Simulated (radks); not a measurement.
Values are calculated unless marked as measured or tabulated.
Isoelectronic series with 11 electrons, each ion in its NIST ground configuration. Level of theory: non-relativistic Kohn-Sham, PBE, spin-polarised, spherical densities, point nucleus; open shells are filled with parallel spins first (spin-orbit coupling, left out, can overturn this in heavy ions) (a radial shooting solver on a logarithmic mesh with Libxc functionals). Total energies (hartree) and screening constants sigma, defined by e = -(Z - sigma)^2 / (2 n^2) hartree (* marks an orbital that is empty in some or all of the ions):

ion    configuration  E (hartree)  3s down*  3s up  2p down
Ge21+       [Ne] 3s1  -1814.99319     8.373  8.243    7.406
As22+       [Ne] 3s1  -1938.94569     8.364  8.234    7.400
Se23+       [Ne] 3s1  -2067.00980     8.355  8.226    7.394
Br24+       [Ne] 3s1  -2199.18547     8.347  8.218    7.389
Kr25+       [Ne] 3s1  -2335.47266     8.339  8.211    7.384
Rb26+       [Ne] 3s1  -2475.87133     8.332  8.204    7.379
Sr27+       [Ne] 3s1  -2620.38145     8.325  8.198    7.375
Zr29+       [Ne] 3s1  -2921.73592     8.312  8.186    7.367
Nb30+       [Ne] 3s1  -3078.58023     8.307  8.181    7.364
Mo31+       [Ne] 3s1  -3239.53588     8.302  8.176    7.360
Tc32+       [Ne] 3s1  -3404.60287     8.296  8.171    7.357
Ru33+       [Ne] 3s1  -3573.78118     8.292  8.166    7.354
Rh34+       [Ne] 3s1  -3747.07079     8.287  8.162    7.351
Pd35+       [Ne] 3s1  -3924.47169     8.283  8.158    7.348
